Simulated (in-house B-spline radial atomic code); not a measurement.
The numbers below are computed, except where a source is named.
**Correlation energy from the adiabatic connection: −Z/r, Z = 1.04**

Two electrons in a singlet, external potential −Z/r, Z = 1.04 (atomic units). Full CI in B-splines (partial waves to l = 8, correlation up to 0.6 % small) with the density held fixed gives W(λ) = <V_ee>_λ − U, and E_c is the integral of W(λ) − W(0) from 0 to 1.

```json
{"λ": "0", "W(λ) − W(0) (hartree)": "0.00000"}
{"λ": "0.02", "W(λ) − W(0) (hartree)": "-0.00236"}
{"λ": "0.05", "W(λ) − W(0) (hartree)": "-0.00578"}
{"λ": "0.12", "W(λ) − W(0) (hartree)": "-0.01326"}
{"λ": "0.25", "W(λ) − W(0) (hartree)": "-0.02549"}
{"λ": "0.4", "W(λ) − W(0) (hartree)": "-0.03739"}
{"λ": "0.6", "W(λ) − W(0) (hartree)": "-0.05043"}
{"λ": "0.8", "W(λ) − W(0) (hartree)": "-0.06103"}
{"λ": "1", "W(λ) − W(0) (hartree)": "-0.06982"}
```

(1) Integrate the table by the trapezoid rule.

(2) Now use only three numbers: W(0) = -0.40983, the initial slope W'(0) = -0.1195 (extrapolated from the first points) and the strong-coupling limit of the point-charge-plus-continuum model, W∞ = -0.59599. What do second-order theory and the interpolation W(λ) = W∞ + (W(0) − W∞)/√(1 + 2χλ) of Seidl, Perdew and Levy give?

Answers

(1) The strips give -0.00002, -0.00012, -0.00067, -0.00252, -0.00472, -0.00878, -0.01115, -0.01308, which sum to -0.04106 hartree. The direct value, W(1) − W(0) + T_c with T_c = 0.02860, is -0.04122; the curve is convex, so chords lie above it and the trapezoids fall short in size by 0.39 %.

(2) Second order keeps the slope alone: E_c = W'(0)/2 = -0.05975, +45 % in size against -0.04122. Matching the slope fixes χ = W'(0)/(W∞ − W(0)) = -0.1195/(-0.18616) = 0.64192. Integrating, with s = √(1 + 2χ) = 1.511239, E_c = −(W(0) − W∞)(s − 1)/(s + 1) = −0.18616 × 0.511239/2.511239 = -0.03790 hartree, -8.1 % in size against the full result. At λ = 1 the formula gives W − W(0) = -0.06298 against -0.06982. Part of the miss can come from the model's W∞.
